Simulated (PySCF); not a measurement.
Simulation results for AlGeH5N2, AlClGeH3O, BGeH3NO, BClGeH3N and others

Calculation on a computer-drawn molecule: optimised geometry and harmonic frequencies of an isolated molecule of the commonest isotopes, restricted reference for singlets and unrestricted otherwise, frozen core in MP2; on germanium a core potential holds 10 electrons, which the energies leave out, and 3d is frozen in MP2 and coupled-cluster steps. Program: PySCF 2.14.0.

Common to all runs: multiplicity 1; method HF.

```yaml
- entry: 1
  formula: AlGeH5N2
  start_structure:
    atoms_angstrom:
      - ["N", -0.6256, 1.6308, 0.546]
      - [Ge, 0.0007, 0.5105, -0.5719]
      - ["N", -1.1838, -0.9043, -0.7398]
      - [Al, -2.069, -1.8109, -2.0198]
      - [H, -1.5857, 1.9931, 0.384]
      - [H, -0.0542, 2.4296, 0.8303]
      - [H, 1.3542, 0.0625, -0.0726]
      - [H, 0.2209, 0.9855, -2.0572]
      - [H, -1.3547, -1.1668, 0.1885]
  given:
    charge: 0
    basis: "cc-pV(D+d)Z"
    basis_and_core_potential_on_germanium: "cc-pVDZ-PP ECP10MDF"
    drawn_bonds_atom: [1, 2, 3, 1, 1, 2, 2, 3]
    drawn_bonds_other_atom: [2, 3, 4, 5, 6, 7, 8, 9]
    drawn_bonds_order: [1, 1, 1, 1, 1, 1, 1, 1]
  results:
    optimised_atom_element: ["N", Ge, "N", Al, H, H, H, H, H]
    "optimised_atom_x [angstrom]": [-0.6696, -0.003399, -1.175, -2.036, -1.551, -0.03691, 1.373, 0.1423, -1.34]
    "optimised_atom_y [angstrom]": [1.691, 0.4607, -0.9513, -1.715, 2.095, 2.44, 0.05927, 0.9816, -1.332]
    "optimised_atom_z [angstrom]": [0.5908, -0.6018, -0.6905, -2.08, 0.3237, 0.815, -0.05899, -2.043, 0.2326]
    "modes_frequency [cm^-1]": [69.72, 137.2, 181.5, 238.7, 447.3, 533.4, 580.4, 636.6, 711.2, 748.6, 834.5, 883.3, 968.2, 993.8, 1154, 1696, 2180, 2225, 3701, 3730, 3821]
    "modes_reduced_mass [dalton]": [4.096, 5.706, 1.411, 2.058, 1.338, 2.213, 1.359, 1.999, 3.305, 1.141, 1.814, 1.429, 1.042, 1.162, 1.311, 1.098, 1.022, 1.017, 1.074, 1.051, 1.094]
    "rotational_constants [GHz]": [11.26, 1.679, 1.558]
    "total_energy [hartree]": -647.1471
    "convergence_status_largest_gradient_component [hartree/bohr]": 2.772e-05
- entry: 2
  formula: AlClGeH3O
  start_structure:
    atoms_angstrom:
      - [Cl, 0.1795, -3.228, -3.1976]
      - [Al, 1.6334, -1.8607, -2.7159]
      - [O, 0.9, -0.2843, -2.0756]
      - [Ge, 0.2816, 1.0908, -1.5122]
      - [H, 3.0815, -1.5743, -2.5858]
      - [H, 0.1443, 1.1715, -0.0137]
      - [H, 0.0253, 2.2119, -2.5062]
  given:
    charge: 1
    basis: "cc-pV(D+d)Z"
    basis_and_core_potential_on_germanium: "cc-pVDZ-PP ECP10MDF"
    drawn_bonds_atom: [1, 2, 3, 2, 4, 4]
    drawn_bonds_other_atom: [2, 3, 4, 5, 6, 7]
    drawn_bonds_order: [1, 1, 1, 1, 1, 1]
  results:
    optimised_atom_element: [Cl, Al, O, Ge, H, H, H]
    "optimised_atom_x [angstrom]": [0.1558, 1.676, 1.069, 0.2607, 3.21, -0.02576, -0.1005]
    "optimised_atom_y [angstrom]": [-3.073, -1.753, -0.232, 1.121, -1.904, 1.196, 2.171]
    "optimised_atom_z [angstrom]": [-3.147, -2.659, -2.041, -1.489, -2.753, -0.01128, -2.507]
    "modes_frequency [cm^-1]": [50.7, 68.57, 124.5, 246.0, 431.6, 491.4, 576.6, 667.4, 677.3, 743.2, 911.7, 1094, 2144, 2349, 2382]
    "modes_reduced_mass [dalton]": [15.46, 1.148, 3.138, 12.16, 13.64, 1.287, 4.18, 1.154, 1.366, 1.078, 1.085, 8.995, 1.044, 1.013, 1.029]
    "rotational_constants [GHz]": [8.796, 0.895, 0.8219]
    "total_energy [hartree]": -1071.2804
    "convergence_status_largest_gradient_component [hartree/bohr]": 7.445e-06
- entry: 3
  formula: BGeH3NO
  start_structure:
    atoms_angstrom:
      - [B, -2.4135, 0.0267, 0.6844]
      - ["N", -2.5538, -1.1718, -0.0134]
      - [Ge, -2.0777, -2.2506, -1.2377]
      - [O, -2.7014, -2.5741, -2.7025]
      - [H, -3.1633, 0.2497, 1.554]
      - [H, -1.5731, 0.7998, 0.4265]
      - [H, -1.2168, -3.4133, -0.6002]
  given:
    charge: -1
    basis: aug-cc-pVDZ
    basis_and_core_potential_on_germanium: "aug-cc-pVDZ-PP ECP10MDF"
    drawn_bonds_atom: [1, 2, 3, 1, 1, 3]
    drawn_bonds_other_atom: [2, 3, 4, 5, 6, 7]
    drawn_bonds_order: [1, 2, 1, 1, 1, 1]
  results:
    optimised_atom_element: [B, "N", Ge, O, H, H, H]
    "optimised_atom_x [angstrom]": [-2.459, -2.215, -2.033, -2.072, -2.579, -2.572, -1.771]
    "optimised_atom_y [angstrom]": [-0.08314, -1.45, -2.279, -1.861, 0.4533, 0.676, -3.789]
    "optimised_atom_z [angstrom]": [0.6008, 0.5261, -1.005, -2.603, 1.701, -0.3538, -0.7552]
    "modes_frequency [cm^-1]": [47.59, 181.1, 285.5, 355.8, 559.4, 717.4, 865.4, 965.6, 1049, 1088, 1273, 1440, 2105, 2418, 2462]
    "modes_reduced_mass [dalton]": [2.132, 3.792, 1.297, 6.522, 1.286, 5.546, 1.055, 13.69, 1.548, 1.392, 1.348, 3.521, 1.02, 1.099, 1.067]
    "rotational_constants [GHz]": [14.57, 3.587, 2.878]
    "total_energy [hartree]": -449.1468
    "convergence_status_largest_gradient_component [hartree/bohr]": 1.784e-06
- entry: 4
  formula: BClGeH3N
  start_structure:
    atoms_angstrom:
      - [B, -2.7445, 0.2314, -0.0765]
      - ["N", -1.6388, 0.9862, -0.4818]
      - [Ge, -1.5405, 2.8754, -0.5507]
      - [Cl, 0.4225, 2.9619, -1.3297]
      - [H, -2.7593, -0.8873, -0.0832]
      - [H, -3.6778, 0.8668, 0.3152]
      - [H, -0.9366, 0.5129, -0.8004]
  given:
    charge: 0
    basis: "cc-pV(D+d)Z"
    basis_and_core_potential_on_germanium: "cc-pVDZ-PP ECP10MDF"
    drawn_bonds_atom: [1, 2, 3, 1, 1, 2]
    drawn_bonds_other_atom: [2, 3, 4, 5, 6, 7]
    drawn_bonds_order: [1, 1, 1, 1, 1, 1]
  results:
    "total_energy [hartree]": null
    "rotational_constants [GHz]": null
- entry: 5
  formula: BGeH8NSi
  start_structure:
    atoms_angstrom:
      - [B, 0.2323, -1.225, -1.9665]
      - ["N", -0.0154, -0.5556, -0.8344]
      - [Si, -1.4607, 0.3639, -0.3067]
      - [Ge, -3.0079, 0.3862, -1.9654]
      - [H, -0.6376, -1.1849, -2.8169]
      - [H, 1.2289, -1.8014, -2.1414]
      - [H, 0.6645, -0.5273, -0.1064]
      - [H, -1.9177, -0.2195, 0.8805]
      - [H, -0.9245, 1.7184, 0.0571]
      - [H, -3.6129, -0.9355, -2.3445]
      - [H, -2.6103, 1.0045, -3.3213]
      - [H, -4.2349, 1.1795, -1.575]
  given:
    charge: 0
    basis: "cc-pV(D+d)Z"
    basis_and_core_potential_on_germanium: "cc-pVDZ-PP ECP10MDF"
    drawn_bonds_atom: [1, 2, 3, 1, 1, 2, 3, 3, 4, 4, 4]
    drawn_bonds_other_atom: [2, 3, 4, 5, 6, 7, 8, 9, 10, 11, 12]
    drawn_bonds_order: [1, 1, 1, 1, 1, 1, 1, 1, 1, 1, 1]
  results:
    "total_energy [hartree]": null
    "rotational_constants [GHz]": null
```

**Q.** What total energy does the calculation give for BClGeH3N (entry 4)?
**A.** -833.8626 hartree

**Q.** Give the missing rotational constants for BClGeH3N (entry 4).
**A.** 8.476, 2.156, 1.719 GHz

**Q.** Estimate the total energy of BGeH8NSi (entry 5).
**A.** -666.1584 hartree

**Q.** What rotational constants does the calculation give for BGeH8NSi (entry 5)?
**A.** 6.349, 1.684, 1.374 GHz

Further results for BClGeH3N (entry 4):

```
convergence status largest gradient component : 4.506e-05 hartree/bohr
```

Optimised structure:
```xyz
7
BClGeH3N
B     -2.7709     0.2724    -0.0598
N     -1.6403     0.9877    -0.5100
Ge    -1.5862     2.8331    -0.5199
Cl     0.4749     3.0234    -1.3489
H     -2.7808    -0.9276    -0.0639
H     -3.7275     0.8915     0.3296
H     -0.8442     0.4668    -0.8341
```

Modes:
| frequency (cm⁻¹) | reduced mass (dalton) |
| --- | --- |
| 117.3 | 2.931 |
| 152 | 4.976 |
| 295.8 | 3.934 |
| 358.6 | 1.156 |
| 376.6 | 36.02 |
| 633.9 | 3.986 |
| 881.4 | 1.098 |
| 994.6 | 1.294 |
| 1102 | 1.363 |
| 1206 | 1.733 |
| 1337 | 1.245 |
| 1433 | 2.139 |
| 2655 | 1.056 |
| 2731 | 1.127 |
| 3785 | 1.077 |

Further results for BGeH8NSi (entry 5):

```
convergence status largest gradient component : 3.948e-05 hartree/bohr
```

Optimised structure:
```xyz
12
BGeH8NSi
B      0.2513    -1.2496    -1.9882
N      0.0009    -0.5412    -0.8025
Si    -1.4170     0.3674    -0.3137
Ge    -3.1053     0.4195    -2.0199
H     -0.5808    -1.2845    -2.8546
H      1.2990    -1.8203    -2.1336
H      0.7452    -0.5604    -0.1273
H     -1.9839    -0.2255     0.9223
H     -1.0141     1.7544     0.0242
H     -3.6261    -0.9836    -2.3447
H     -2.5867     1.0672    -3.3073
H     -4.2788     1.2599    -1.4956
```

Modes:
| frequency (cm⁻¹) | reduced mass (dalton) |
| --- | --- |
| 53.88 | 1.897 |
| 125.8 | 4.104 |
| 140.2 | 1.07 |
| 311.9 | 1.223 |
| 318.9 | 3.617 |
| 368.8 | 3.213 |
| 396.8 | 1.067 |
| 534.2 | 1.276 |
| 635.5 | 1.237 |
| 728.1 | 3.535 |
| 773 | 1.035 |
| 849.5 | 1.148 |
| 855.8 | 1.097 |
| 918 | 1.096 |
| 968 | 1.021 |
| 968.4 | 1.021 |
| 1036 | 1.4 |
| 1052 | 1.06 |
| 1099 | 1.36 |
| 1237 | 1.486 |
| 1369 | 1.28 |
| 1492 | 2.23 |
| 2202 | 1.022 |
| 2219 | 1.024 |
| 2228 | 1.013 |
| 2287 | 1.051 |
| 2298 | 1.03 |
| 2663 | 1.054 |
| 2726 | 1.13 |
| 3773 | 1.074 |
